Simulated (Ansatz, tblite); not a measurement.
Cost and result up the ladder for Si(CCH)2Me2 (C₆H₈Si) (15 atoms). Charge 0, multiplicity 1. Geometry: PBE0-D4/def2-SVP.

```xyz
15

Si    0.022    0.059    0.002
C    -1.656   -0.487    0.535
C    -2.766   -0.834    0.892
H    -3.747   -1.143    1.207
C     0.925   -1.426   -0.610
C     1.539   -2.393   -1.019
H     2.074   -3.254   -1.380
C     0.933    0.772    1.473
H     1.955    1.066    1.185
H     1.001    0.031    2.283
H     0.408    1.660    1.857
C    -0.146    1.296   -1.391
H    -0.718    2.175   -1.056
H    -0.670    0.846   -2.248
H     0.847    1.631   -1.729
```

Ansatz on 4 threads of Intel Xeon on a shared host; xTB runs through tblite on one thread. Times are rough, summed over both states, and most runs start from the orbitals of an earlier one. No level here is sound enough to serve as a yardstick. The other state is a triplet.

The xTB rows come from tblite.

xTB has no spin-polarisation term.

| level | functions | wall time |
| --- | --- | --- |
| GFN2-xTB | 41 | 0.037 s |
| GFN1-xTB | 49 | 0.041 s |
| PBE-D4/def2-TZVP | 271 | 14 s |
| r2SCAN-D4/def2-TZVP | 271 | 25 s |

(1) Estimate what each level gives for the vertical triplet (eV).

Results:

(1) 
| level | vertical triplet (eV) |
| --- | --- |
| GFN2-xTB | 5.00 |
| GFN1-xTB | 5.06 |
| PBE-D4/def2-TZVP | 5.04 |
| r2SCAN-D4/def2-TZVP | 4.87 |
